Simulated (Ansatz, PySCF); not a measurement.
System: MgI, charge 0, multiplicity 2. 
Structure (B3LYP-D3(BJ)/def2-TZVP (Ansatz, an electronic-structure program) minimum search):
```
Mg
I 1 2.6066
```
Charge 0, spin multiplicity 2.

Dipole moments at this geometry, in debye (magnitudes).

| level | program | dipole (D) |
|---|---|---|
| BP86/def2-TZVPD | PySCF | 3.27 |
| TPSS/def2-TZVPD | PySCF | 3.11 |
| r2SCAN/def2-TZVPD | Ansatz | 3.39 |
| B97M-V/def2-TZVPD | Ansatz | 3.29 |
| B3LYP/def2-TZVPD | Ansatz | 3.44 |
| BHLYP/def2-TZVPD | Ansatz | 3.62 |
| TPSSh/def2-TZVPD | PySCF | 3.19 |
| r2SCAN0/def2-TZVPD | Ansatz | 3.54 |
| PW6B95/def2-TZVPD | PySCF | 3.46 |
| M06-2X/def2-TZVPD | PySCF | 3.69 |
| MN15/def2-TZVPD | PySCF | 3.77 |
| HSE06/def2-TZVPD | Ansatz | 3.38 |
| CCSD(T)/def2-SVPD | Ansatz | 3.26 |
